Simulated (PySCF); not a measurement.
Molecule: `C=CCB(O)O`, C$_{3}$H$_{7}$BO$_{2}$.

Molfile (atoms numbered from 1):
```
C3H7BO2
     RDKit          3D

 13 12  0  0  0  0  0  0  0  0999 V2000
    2.2608   -0.0355   -0.1432 C   0  0  0  0  0  0  0  0  0  0  0  0
    1.1280    0.5805    0.2030 C   0  0  0  0  0  0  0  0  0  0  0  0
   -0.0353   -0.0551    0.8996 C   0  0  0  0  0  0  0  0  0  0  0  0
   -1.2615   -0.1600   -0.0918 B   0  0  0  0  0  0  0  0  0  0  0  0
   -1.8829    0.9994   -0.4609 O   0  0  0  0  0  0  0  0  0  0  0  0
   -1.6286   -1.3938   -0.5426 O   0  0  0  0  0  0  0  0  0  0  0  0
    2.4338   -1.0902    0.0955 H   0  0  0  0  0  0  0  0  0  0  0  0
    3.0565    0.4927   -0.6753 H   0  0  0  0  0  0  0  0  0  0  0  0
    1.0025    1.6377   -0.0641 H   0  0  0  0  0  0  0  0  0  0  0  0
   -0.3402    0.5710    1.7567 H   0  0  0  0  0  0  0  0  0  0  0  0
    0.2325   -1.0528    1.2781 H   0  0  0  0  0  0  0  0  0  0  0  0
   -2.5958    0.8998   -1.0987 H   0  0  0  0  0  0  0  0  0  0  0  0
   -2.3612   -1.4050   -1.1661 H   0  0  0  0  0  0  0  0  0  0  0  0
  1  2  2  0
  2  3  1  0
  3  4  1  0
  4  5  1  0
  4  6  1  0
  1  7  1  0
  1  8  1  0
  2  9  1  0
  3 10  1  0
  3 11  1  0
  5 12  1  0
  6 13  1  0
M  END
```

Spin–spin couplings on one PBE0-D3(BJ)/def2-SVP geometry, PySCF 2.14.0 with density-fitted response routines, gas phase, non-relativistic, equivalent pairs averaged (spin–dipole term only in couplings to heteroatoms); isotopes ¹³C, ¹H, ¹¹B, ¹⁷O; functional B3LYP.

Task: How do the couplings (Hz) change with the basis set? Times are CPU seconds on 1 thread of an Arm Neoverse V1, shared host. Far from the basis limit: 6-31G*, pcJ-0, def2-TZVP, cc-pVTZ.

Result: 
| basis set | functions | ¹J(C1,H8) | ¹J(C1,H7) | ¹J(C2,H9) | ¹J(C3,H10) | ¹J(C1,C2) | ¹J(C3,B4) | ¹J(O5,H12) | core-s |
| --- | --- | --- | --- | --- | --- | --- | --- | --- | --- |
| 6-31G* | 98 | 167.1 | 165.0 | 160.6 | 142.3 | 88.0 | 82.8 | -75.9 | 10 |
| pcJ-0 | 99 | 146.7 | 144.3 | 141.8 | 110.8 | 56.6 | 62.3 | -46.5 | 9 |
| def2-TZVP | 228 | 159.6 | 155.8 | 153.5 | 121.4 | 75.2 | 74.8 | -71.2 | 31 |
| cc-pVTZ | 278 | 152.5 | 148.7 | 144.6 | 113.0 | 80.9 | 64.1 | -60.4 | 44 |

The Fermi-contact term samples the wavefunction at the nucleus, which is why sets with added tight s functions (names with J) are made for couplings.
